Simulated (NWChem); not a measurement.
Species: C2H4ClF; SMILES C[C@@H](F)Cl

```xyz
8

C     -1.1692    -1.1228    -0.1330
C      0.0561    -0.4222     0.3815
F      1.1700    -0.9804    -0.1494
Cl     0.0224     1.3169    -0.0420
H     -1.2128    -1.0385    -1.2278
H     -1.1223    -2.1869     0.1427
H     -2.0774    -0.6803     0.2964
H      0.1418    -0.4590     1.4783
```
Atoms are numbered in this order, from 1.

Program: NWChem. Pople sets run with spherical d functions. Geometry: optimised at PBE0/def2-SVP. Atomic charges in e: unrestrained fits to the electrostatic potential beside Mulliken populations; buried atoms are poorly determined by the fit.

Task: What does the run give for Hartree-Fock/6-31G*? Quantities: ESP C1; Mulliken C1; ESP C2; Mulliken C2; ESP F3; Mulliken F3; ESP Cl4; Mulliken Cl4; relative RMS misfit of the potential (%).

Result: 
```
Quantity                                  Result
----------------------------------------  ------
ESP C1                                     -0.22
Mulliken C1                                -0.53
ESP C2                                      0.56
Mulliken C2                                 0.23
ESP F3                                     -0.30
Mulliken F3                                -0.41
ESP Cl4                                    -0.26
Mulliken Cl4                               -0.09
relative RMS misfit of the potential (%)      28
```
